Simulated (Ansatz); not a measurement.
Consider the formal exchange of groups at the Si–S bond: `[SiH3]S[SiH2]Cl` + `CC#CS` → `CC#C[SiH2]Cl` + `[SiH3]SS`.

Calculated with Ansatz (gas phase, PBE0-D4/def2-TZVP geometries, no zero-point term in ΔE). CCSD(T)/CBS adds triple-zeta CCSD(T) − MP2 to the extrapolated MP2 energy (def2 sets, frozen cores). Each species was taken in one conformer, which may not be the lowest.

`[SiH3]S[SiH2]Cl`:

Z-matrix (Å, degrees):
```
Si
S 1 2.147
H 1 1.485 2 109.5
H 1 1.482 2 106.2 3 119.3
H 1 1.482 2 110.9 3 -121.2
Si 2 2.118 1 98.1 3 35.5
Cl 6 2.056 2 112.0 1 59.0
H 6 1.479 2 111.2 1 -59.9
H 6 1.478 2 106.7 1 177.7
```

`CC#CS`:

```xyz
8

C     1.022   -0.160    1.071
C     0.038    0.123    0.047
C    -0.784    0.349   -0.806
S    -1.914    0.811   -1.961
H     1.094    0.677    1.771
H     2.013   -0.330    0.643
H     0.742   -1.047    1.646
H    -2.212   -0.422   -2.411
```

`CC#C[SiH2]Cl`:

Cartesian coordinates in Å:
```
C 0.288 2.121 -0.701
C 0.122 0.746 -0.284
C -0.019 -0.402 0.068
Si -0.229 -2.117 0.588
Cl -1.180 -2.189 2.409
H 1.318 2.451 -0.547
H -0.370 2.779 -0.129
H 0.048 2.236 -1.761
H -1.067 -2.852 -0.385
H 1.088 -2.774 0.742
```

`[SiH3]SS`:

Cartesian coordinates in Å:
```
Si 0.271 -0.489 0.843
S 0.792 -0.313 -1.229
S -0.969 0.559 -1.863
H -0.957 -1.305 0.995
H 0.056 0.858 1.428
H 1.426 -1.156 1.500
H -0.620 1.845 -1.673
```

| species | HF/def2-TZVPP energy (Eh) |
| --- | --- |
| `[SiH3]S[SiH2]Cl` | -1437.96034 |
| `CC#CS` | -513.45418 |
| `CC#C[SiH2]Cl` | -865.02862 |
| `[SiH3]SS` | -1086.37950 |

Task: Work out ΔE.

Result: ΔE = (-865.02862) + (-1086.37950) − (-1437.96034) − (-513.45418) = 0.00640 Eh = +4.0 kcal/mol. CCSD(T)/CBS gives +5.7 kcal/mol.

Largest T1 diagnostic among the species: 0.012.

The D4 term adds +1.1 kcal/mol with B3LYP and +0.6 kcal/mol with PBE0; it sums over pairs of atoms, weighted by their polarisabilities, and B3LYP, whose exchange is more repulsive, gets the larger term. In def2-TZVPP, CCSD(T) changes the Hartree–Fock value by +2.2 kcal/mol (the triples alone add +0.3 kcal/mol) and MP2 by +3.5 kcal/mol.

B3LYP here is the variant with VWN-RPA as its local correlation; programs differ in this.
